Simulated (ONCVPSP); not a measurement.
# Pseudopotential generation for Br: ONCV, PBEsol, scalar-relativistic.

Input for ONCVPSP 4.0.1:

```
# ATOM AND REFERENCE CONFIGURATION
# atsym  z   nc   nv     iexc    psfile
  Br 35.00    6    2  -116133      upf
#
#   n    l    f
    1    0    2.00
    2    0    2.00
    2    1    6.00
    3    0    2.00
    3    1    6.00
    3    2   10.00
    4    0    2.00
    4    1    5.00
#
# PSEUDOPOTENTIAL AND OPTIMIZATION
# lmax
    1
#
#   l,   rc,      ep,       ncon, nbas, qcut
    0    1.50    0.00    3    6    3.70
    1    1.50    0.00    4    9    5.30
#
# LOCAL POTENTIAL
# lloc, lpopt,  rc(5),   dvloc0
    1    5    1.50    0.00
#
# VANDERBILT-KLEINMAN-BYLANDER PROJECTORs
# l, nproj, debl
    0    2    1.60
    1    0    3.30
#
# MODEL CORE CHARGE
# icmod, fcfact, rcfact
    3    4.50    1.70
#
# LOG DERIVATIVE ANALYSIS
# epsh1, epsh2, depsh
   -2.00    5.00    0.02
#
# OUTPUT GRID
# rlmax, drl
    6.00    0.01
#
# TEST CONFIGURATIONS
# ncnf
    4
# nvcnf
#   n    l    f
    2
    4    0    2.00
    4    1    4.00
#
    2
    4    0    2.00
    4    1    3.00
#
    2
    4    0    2.00
    4    1    2.00
#
    2
    4    0    2.00
    4    1    1.00
#
```

Command:

```bash
oncvpsp.x < Br.dat > Br.out
```

Resulting log (shortened: citation, most of the input echo, consistency checks and plot data are left out):

```
ONCVPSP  (Optimized Norm-Conservinng Vanderbilt PSeudopotential)
scalar-relativistic version 4.0.1

#   n    l    f        energy (Ha)
    1    0    2.00    -4.8906025E+02
    2    0    2.00    -6.3643278E+01
    2    1    6.00    -5.6147696E+01
    3    0    2.00    -8.7328206E+00
    3    1    6.00    -6.3670451E+00
    3    2   10.00    -2.4516411E+00
    4    0    2.00    -7.3990576E-01
    4    1    5.00    -2.8867542E-01

Reference configufation results
  iterations    24
  all-electron total energy (Ha)   -2.60468926D+03

Begin loop to  construct optimized pseudo wave functions
and semi-local pseudopoentials for all angular momenta

   Wellstate for l =  0  n =  5
     eigenvalue =   0.8601
     asymptotic potential =   1.3601
     half-point radius =  3.0097

Calculating optimized projector #   1

 for l=   0

    Fraction of norm inside rc  0.431123
    Optimizing pswf for qcut=   3.71 a_B^-1,  ecut=   6.87 Ha
    Residual kinetic energy error=  1.63D-02 Ha

    Energy error per electron        Cutoff
         Ha          eV             Ha
         0.01000     0.27211        8.07
         0.00100     0.02721       36.23
         0.00010     0.00272       61.51

Calculating optimized projector #   2

 for l=   0

    Fraction of norm inside rc  0.153852
    Optimizing pswf for qcut=   3.71 a_B^-1,  ecut=   6.87 Ha
    Residual kinetic energy error=  2.18D-02 Ha

    Energy error per electron        Cutoff
         Ha          eV             Ha
         0.01000     0.27211        8.11
         0.00100     0.02721       22.83
         0.00010     0.00272       59.97

Calculating optimized projector #   1

 for l=   1

    Fraction of norm inside rc  0.250156
    Optimizing pswf for qcut=   5.30 a_B^-1,  ecut=  14.03 Ha
    Residual kinetic energy error=  3.64D-04 Ha

    Energy error per electron        Cutoff
         Ha          eV             Ha
         0.01000     0.27211        4.10
         0.00100     0.02721       12.06
         0.00010     0.00272       24.70
         0.00001     0.00027       98.79

Construct Vanderbilt / Kleinmman-Bylander projectors

B matrix Hermiticity error, ll=   0
   1   2    1.4959E-04

  Orthonormal projector coefficients -1.3247E+01  2.8774E+00

Model core correction analysis
  based on d2Exc/dn_idn_j

d2excae - all-electron derivatives

   -2.970318D-02   -2.381405D-02
   -2.381446D-02   -2.327968D-02

d2excps - pseudofunction derivatives with no core correction

   -3.645765D-02   -2.709842D-02
   -2.709990D-02   -2.508312D-02

rms 2nd derivative error    4.196915E-03

rmatch, rhocmatch    1.1479    2.1737

Teter function model core charge with specified parameters

d2excps - pseudofunction derivatives with core correction

   -2.313543D-02   -1.942296D-02
   -1.942278D-02   -2.015244D-02

rms 2nd derivative error    4.782353E-03

Pseudoatom total energy  -13.654727

Diagnostic tests using Vanderbilt-Kleinman-Bylander pseudopotentials
  1 or more projectors used as specified by nproj input data

   l    rcore       rmatch      e in        delta e   norm test  slope test

   0   1.5024454   1.5480629  -0.7399058   0.0000888   1.0001168   1.0007188
   0   1.5024454   1.5480629   0.8600942   0.0001477   1.0000099   1.0000099

   1   1.5024454   1.5480629  -0.2886754   0.0000004   1.0000034   0.9999919

 Testing for bound ghosts
   n   l    E NL Schr. Eq   E Basis Diag.   E Cutoff

   1   0       -0.739817       -0.736585     55.48

 Testing for highly-localized positive-energy ghosts
       l    <radius>/rc     E Basis Diag.   E Cutoff

       0        0.531726        3.415745     55.48  WARNING - GHOST(+)

       0        0.895316       22.403070     55.48  WARNING - GHOST(+)

Test configuration 0

   n   l     f        eae           eps        diff
   1   0  2.0000 -489.06024885
   2   0  2.0000  -63.64327771
   2   1  6.0000  -56.14769648
   3   0  2.0000   -8.73282064
   3   1  6.0000   -6.36704511
   3   2 10.0000   -2.45164107
   4   0  2.0000   -0.73990576   -0.73981696    8.88D-05
   4   1  5.0000   -0.28867542   -0.28867505    3.71D-07

    Total energies and differences
      AE_ref= -2.60468926D+03  AE_tst= -2.60468926D+03  dif=  0.00D+00
      PS_ref= -1.36547267D+01  PS_tst= -1.36547267D+01  dif=  8.88D-15
      PSP excitation error= -8.88D-15

Test configuration 1

   n   l     f        eae           eps        diff
   1   0  2.0000 -489.47823197
   2   0  2.0000  -64.05788341
   2   1  6.0000  -56.56275447
   3   0  2.0000   -9.14512618
   3   1  6.0000   -6.77925783
   3   2 10.0000   -2.86325146
   4   0  2.0000   -1.11729592   -1.11814230   -8.46D-04
   4   1  4.0000   -0.64219935   -0.64299772   -7.98D-04

    Total energies and differences
      AE_ref= -2.60468926D+03  AE_tst= -2.60422792D+03  dif=  4.61D-01
      PS_ref= -1.36547267D+01  PS_tst= -1.31930203D+01  dif=  4.62D-01
      PSP excitation error= -3.68D-04

Test configuration 2

   n   l     f        eae           eps        diff
   1   0  2.0000 -489.96371858
   2   0  2.0000  -64.53685377
   2   1  6.0000  -57.04257011
   3   0  2.0000   -9.61954178
   3   1  6.0000   -7.25346493
   3   2 10.0000   -3.33630367
   4   0  2.0000   -1.53830252   -1.54216561   -3.86D-03
   4   1  3.0000   -1.03794256   -1.04154157   -3.60D-03

    Total energies and differences
      AE_ref= -2.60468926D+03  AE_tst= -2.60339109D+03  dif=  1.30D+00
      PS_ref= -1.36547267D+01  PS_tst= -1.23540682D+01  dif=  1.30D+00
      PSP excitation error= -2.49D-03

Test configuration 3

   n   l     f        eae           eps        diff
   1   0  2.0000 -490.50774223
   2   0  2.0000  -65.07078415
   2   1  6.0000  -57.57779104
   3   0  2.0000  -10.14628058
   3   1  6.0000   -7.77985636
   3   2 10.0000   -3.86092786
   4   0  2.0000   -1.99335586   -2.00362307   -1.03D-02
   4   1  2.0000   -1.46711913   -1.47699640   -9.88D-03

    Total energies and differences
      AE_ref= -2.60468926D+03  AE_tst= -2.60214127D+03  dif=  2.55D+00
      PS_ref= -1.36547267D+01  PS_tst= -1.10976591D+01  dif=  2.56D+00
      PSP excitation error= -9.07D-03

Test configuration 4

   n   l     f        eae           eps        diff
   1   0  2.0000 -491.10480536
   2   0  2.0000  -65.65380514
   2   1  6.0000  -58.16259350
   3   0  2.0000  -10.71914855
   3   1  6.0000   -8.35221594
   3   2 10.0000   -4.43085886
   4   0  2.0000   -2.47566889   -2.49739130   -2.17D-02
   4   1  1.0000   -1.92319116   -1.94470918   -2.15D-02

    Total energies and differences
      AE_ref= -2.60468926D+03  AE_tst= -2.60044838D+03  dif=  4.24D+00
      PS_ref= -1.36547267D+01  PS_tst= -9.38933167D+00  dif=  4.27D+00
      PSP excitation error= -2.45D-02
```

The run took about 5.6 s on one core of a shared server CPU.
